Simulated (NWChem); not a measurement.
# CH$_{5}$F$_{2}$NOSi; SMILES N[Si@](O)(F)CF

```xyz
11

N      1.6674    -0.5182     0.0544
Si    -0.0212    -0.4079     0.0191
O     -0.6354    -0.8435     1.4907
F     -0.7403    -1.4145    -1.0458
C     -0.4760     1.3111    -0.6077
F      0.3435     2.2644    -0.0294
H      2.1620    -1.1783     0.6407
H      2.2270     0.2915    -0.1837
H     -1.5040    -1.2562     1.4888
H     -0.3591     1.3584    -1.7058
H     -1.5302     1.5583    -0.3889
```
Atoms are numbered in this order, from 1.

All runs: NWChem. Structure relaxed at the PBE0/def2-SVP level. Level: PBE0/def2-SVP with SMD (1 M gas to 1 M solution), gas-phase geometry. Reactions with the solvent are ignored.

For solvent toluene:

solvation free energy (kcal/mol): -4.3
cavity-dispersion-structure term (kcal/mol): 0.4
dipole in solution (D): 0.47

Problem. How do the values read with solvent water instead?

Solution. 
- solvation free energy (kcal/mol) = -6.7
- cavity-dispersion-structure term (kcal/mol) = 4.5
- dipole in solution (D) = 0.57
